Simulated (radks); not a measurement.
Values are calculated unless marked as measured or tabulated.
Polarisability of the iron ion Fe2+, [Ar] 3d6, at imaginary frequency. Code: a radial shooting solver on a logarithmic mesh with Libxc functionals. Model: non-relativistic Kohn-Sham, LB94 model potential, spin-unpolarised, spherical densities, point nucleus. Response by self-consistent Sternheimer equations with the Hartree and adiabatic LDA kernel.

| w (hartree) | alpha1(iw) (bohr^3) |
|---|---|
| 0.00266 | 3.426 |
| 0.0143 | 3.425 |
| 0.0360 | 3.419 |
| 0.0697 | 3.399 |
| 0.118 | 3.349 |
| 0.186 | 3.246 |
| 0.280 | 3.059 |
| 0.413 | 2.769 |
| 0.605 | 2.384 |
| 0.892 | 1.935 |
| 1.35 | 1.453 |
| 2.12 | 0.9656 |
| 3.59 | 0.5246 |
| 6.94 | 0.2050 |
| 17.5 | 0.04507 |

Static values: alpha1 = 3.426 bohr^3 (0.5077 angstrom^3; uncoupled 4.307). C6 = 9.969, triple-dipole C9 = 22.69 atomic units. One-pole (London) frequency 4 C6 / (3 alpha1^2) = 1.132 hartree, against 1.274 for minus the highest occupied eigenvalue.
